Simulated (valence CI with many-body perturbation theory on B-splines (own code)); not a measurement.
**Ho54+: input, log and results**

Calculated by valence CI with perturbative core correlation (CI+MBPT): three valence electrons over a frozen Dirac-Fock core [Ne], a basis of 11 s, 11 p, 10 d, 8 f, 5 g, 2 h functions for each j, with the one-electron correlation potential Σ1 (screened to all orders), the two-electron term Σ2, the three-electron term Σ3, Breit, model QED; selected single and double excitations, second order for the rest, scaled by the run's own slope (own B-spline code, finite nucleus).

Command, and the settings that its task file holds:

```sh
python run_cv.py task.json out
```

```
atom Ho  Z=67  mass_number=165  rms_radius_fm=5.2022
core [Ne]
valence 3s2 3p1
avg = 1
basis = M
breit = 1
cap = 32000
capref = 2000
cscale = 1
de = 0.0
dress = 0
eps = 2e-08
extrap = 1
h = 0.27
hh = 1
l2 = 3
lcore = 6
maxit = 60
n2 = 5
natural = 1
nlev = 150
nno = [5, 5, 5, 4, 2, 1]
nroot = 36
nsp = [6, 6, 5, 4, 3, 1]
pt2 = 1
qed = 1
rpa = 1
s1 = 1
s2 = 1
s3 = 1
screen = 1
tol = 2e-05
whole = 1
```

It took 72 s on 1 thread of Arm Neoverse V1, with other jobs on the host.

Log. The first blocks belong to the next ion, which gives the ionisation energy. Fields: 2J, parity (1 odd), roots, reference size, generating configurations, candidates as configurations/state functions, variational space P, stored matrix elements, Davidson steps; e2 is the range of second-order energies in hartree. The first line gives the box (bohr), its intervals, the orbitals and the steps of their self-consistent field. Window is the range of levels sought, series limit the energy at which the first omitted orbital would enter, core excitation an estimate of the first excitation out of the core, left out the lowest levels not solved, and shifts from estimates the range by which levels moved from their first estimate, all in cm⁻¹.

```
rmax 3.4 intervals 57 orbitals 83 references ['3s2 3p', '3s 3p2', '3s2 3d', '3s 3p 3d', '3p3'] scf 2 t 0.9
2J=0 par=0 roots 2 ref 18 generators 4 cand 398/398 P 404/404 nnz 0 it 0
2J=0 par=0 roots 2 ref 18 generators 4 cand 12/12 P 416/416 nnz 0 it 0
   second order: generators 6 cand 0/0 e2 -0.00000 -0.00000
reference levels 1216, estimated 621, window 19928661 1/cm; series limit 35629068, core excitation 54633714
2J=1 par=1 roots 17 ref 90 generators 20 cand 7007/10670 P 4211/6399 nnz 4.5e+06 it 4
2J=1 par=1 roots 17 ref 90 generators 25 cand 5658/8491 P 7075/10869 nnz 1.2e+07 it 5
   second order: generators 40 cand 6792/10469 e2 -0.00002 -0.00000
2J=1 par=0 roots 17 ref 93 generators 19 cand 6109/9214 P 4234/6400 nnz 4.5e+06 it 5
2J=1 par=0 roots 17 ref 93 generators 28 cand 6818/10393 P 7102/10954 nnz 1.2e+07 it 5
   second order: generators 40 cand 6122/9491 e2 -0.00002 -0.00000
2J=3 par=1 roots 25 ref 146 generators 24 cand 11131/24028 P 3422/7260 nnz 6.6e+06 it 4
2J=3 par=1 roots 25 ref 146 generators 32 cand 12828/28667 P 7875/17092 nnz 3.1e+07 it 5
   second order: generators 45 cand 8375/18835 e2 -0.00002 -0.00000
2J=3 par=0 roots 24 ref 147 generators 24 cand 11158/23989 P 3385/7260 nnz 6.7e+06 it 5
2J=3 par=0 roots 24 ref 147 generators 34 cand 12838/28622 P 7786/17014 nnz 3e+07 it 7
   second order: generators 44 cand 8437/18868 e2 -0.00002 -0.00000
2J=5 par=0 roots 21 ref 153 generators 19 cand 10040/26934 P 3040/7268 nnz 7.2e+06 it 4
2J=5 par=0 roots 21 ref 153 generators 22 cand 10459/26791 P 7324/18059 nnz 3.8e+07 it 6
   second order: generators 35 cand 8823/23689 e2 -0.00005 -0.00000
2J=5 par=1 roots 20 ref 146 generators 15 cand 8589/22301 P 3047/7258 nnz 7.1e+06 it 4
2J=5 par=1 roots 20 ref 146 generators 17 cand 9241/24746 P 7245/17856 nnz 3.7e+07 it 5
   second order: generators 31 cand 7797/23023 e2 -0.00003 -0.00000
2J=7 par=1 roots 14 ref 114 generators 12 cand 8481/23884 P 2663/6399 nnz 5.8e+06 it 4
2J=7 par=1 roots 14 ref 114 generators 13 cand 7783/22006 P 6551/16507 nnz 3.3e+07 it 5
   second order: generators 25 cand 7972/24526 e2 -0.00003 -0.00000
2J=9 par=1 roots 7 ref 65 generators 7 cand 7883/21705 P 2891/6397 nnz 6.3e+06 it 5
2J=9 par=1 roots 7 ref 65 generators 11 cand 7440/20735 P 5127/12214 nnz 2e+07 it 5
   second order: generators 19 cand 7350/20304 e2 -0.00003 -0.00001
2J=7 par=0 roots 12 ref 113 generators 11 cand 8495/23959 P 2668/6400 nnz 5.9e+06 it 4
2J=7 par=0 roots 12 ref 113 generators 15 cand 9080/25430 P 6732/17128 nnz 3.5e+07 it 5
   second order: generators 24 cand 7632/22457 e2 -0.00005 -0.00000
2J=9 par=0 roots 8 ref 71 generators 10 cand 6573/17560 P 2860/6398 nnz 6.4e+06 it 5
2J=9 par=0 roots 8 ref 71 generators 14 cand 7688/21985 P 5417/13327 nnz 2.3e+07 it 7
   second order: generators 20 cand 6575/20193 e2 -0.00004 -0.00000
2J=11 par=1 roots 3 ref 30 generators 6 cand 6158/15954 P 2985/6399 nnz 6.2e+06 it 4
2J=11 par=1 roots 3 ref 30 generators 9 cand 5604/15121 P 4074/9136 nnz 1.2e+07 it 4
   second order: generators 13 cand 5921/17226 e2 -0.00003 -0.00001
2J=11 par=0 roots 2 ref 28 generators 2 cand 4516/11904 P 2457/5306 nnz 4.3e+06 it 4
2J=11 par=0 roots 2 ref 28 generators 5 cand 5056/13133 P 3202/7425 nnz 8.2e+06 it 4
   second order: generators 9 cand 7584/20719 e2 -0.00003 -0.00001
left out: unestimated 27049354, estimated 21294854, shifts from estimates -8 to 49
operators 0.9
```

The Davidson iterations converged.

No measured spectrum was set against this ion. As an estimate, large intervals hold to a few tenths of a per cent, small ones and those within an open d or f shell to about a per cent.

* Valence energy: -601.5801 hartree
* Ionisation energy: 5259.3 eV (NIST: 5258 ± 5 eV (theoretical))
* Reference configurations for the orbitals: 3s2 3p, 3s 3p2, 3s2 3d, 3s 3p 3d, 3p3
* Radial orbitals: 83
* Box radius: 3.426 bohr
* Largest variational space: 18059
* Lowest levels: (3s^2 3p1/2) J=1/2 0.00, (3s 3p1/2^2) J=1/2 142.68, (3s^2 3p3/2) J=3/2 226.96, (3s 3p1/2 3p3/2) J=3/2 [a] 343.79, (3s 3p1/2 3p3/2) J=5/2 359.46, (3s 3p1/2 3p3/2) J=3/2 [b] 378.86, (3s 3p1/2 3p3/2) J=1/2 387.63, (3s^2 3d3/2) J=3/2 432.31, (3s^2 3d5/2) J=5/2 476.42, (3p1/2^2 3p3/2) J=3/2 520.24, (3s 3p1/2 3d3/2) J=3/2 [a] 533.81, (3s 3p1/2 3d3/2) J=5/2 545.19, (3s 3p1/2 3d3/2) J=1/2 568.26, (3s 3p1/2 3d3/2) J=3/2 [b] 572.68 eV

Levels are named by their leading jj configuration (3d3/2^4 stands for four electrons in 3d with j = 3/2), which in mixed levels can hold well under half, so a name can repeat and another be missing. Letters in brackets count levels of one name in rising energy.
